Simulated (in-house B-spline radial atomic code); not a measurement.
# Ne VIII (Ne7+): [He] 2s1

Computed with a B-spline radial code for spherical atoms: non-relativistic HSE06, spin-polarised, spherical fractional occupations, point nucleus.

Screening seen three ways: the hydrogenic charge with the same mean radius, Z_r = [3n² - l(l+1)]/(2<r>), the one with the same energy, Z_e = n√(-2ε), and Slater's rules. Values are occupation-weighted means over spin.

| shell | electrons | ε (eV) | <r> (bohr) | Z_r | Z_e | Slater |
| --- | --- | --- | --- | --- | --- | --- |
| 1s | 2 | -1101.5 | 0.1566 | 9.58 | 9.00 | 9.70 |
| 2s | 1 | -228.84 | 0.6865 | 8.74 | 8.20 | 8.30 |

The least bound orbital is 2s up at -228.8 eV, and it is also the most diffuse (<r> = 0.6865 bohr).
